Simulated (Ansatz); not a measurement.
Consider the hydrogenolysis of the Se–Si bond: `N[SiH2][Se][SiH3]` + H₂ → `[SiH3][SeH]` + `N[SiH3]`.

Isolated molecules relaxed with PBE0-D4/def2-TZVP in Ansatz; ΔE leaves out vibrations. CBS: MP2 limit from def2 TZ/QZ plus the TZ coupled-cluster correction, frozen cores. This one scheme is used for every species. For Se outer-core shells are correlated without core-valence functions, which leaves a few kJ/mol of doubt a bond. Scalar relativity is left out up to krypton. One conformer a species, not always the lowest.

`N[SiH2][Se][SiH3]`:

Cartesian coordinates in Å:
```
N -0.416 2.013 -0.135
Si 0.587 0.876 -0.926
Se 1.690 -0.656 0.384
Si -0.175 -1.886 0.790
H -1.327 1.725 0.185
H -0.009 2.679 0.503
H -0.277 0.126 -1.869
H 1.685 1.599 -1.609
H 0.114 -2.778 1.939
H -0.554 -2.700 -0.393
H -1.319 -0.998 1.132
```

H₂:

Z-matrix (Å, degrees):
```
H
H 1 0.746
```

`[SiH3][SeH]`:

```xyz
6

Si    0.158   -0.234    0.502
Se   -1.263    0.705   -1.012
H     0.715   -1.516    0.003
H    -0.674   -0.477    1.704
H     1.277    0.683    0.835
H    -0.214    0.840   -2.031
```

`N[SiH3]`:

Z-matrix (Å, degrees):
```
Si
N 1 1.720
H 1 1.486 2 107.9
H 1 1.494 2 116.0 3 -120.3
H 1 1.486 2 107.9 3 119.4
H 2 1.007 1 119.6 3 -168.6
H 2 1.007 1 119.6 3 49.2
```

| species | MP2/def2-TZVPP energy (Eh) |
| --- | --- |
| `N[SiH2][Se][SiH3]` | -3037.10851 |
| H₂ | -1.16460 |
| `[SiH3][SeH]` | -2691.54477 |
| `N[SiH3]` | -346.70257 |

Task: Work out ΔE.

Result: ΔE = (-2691.54477) + (-346.70257) − (-3037.10851) − (-1.16460) = 0.02577 Eh = +0.70 eV. CCSD(T)/CBS gives +0.65 eV.

Largest T1 diagnostic among the species: 0.010.

The D4 term adds +0.17 eV with B3LYP and +0.10 eV with PBE0; it sums over pairs of atoms, weighted by their polarisabilities, and B3LYP, whose exchange is more repulsive, gets the larger term. In def2-TZVPP, CCSD(T) changes the Hartree–Fock value by +0.28 eV (the triples alone add +0.07 eV) and MP2 by +0.40 eV.

B3LYP here is the variant with VWN-RPA as its local correlation; programs differ in this.
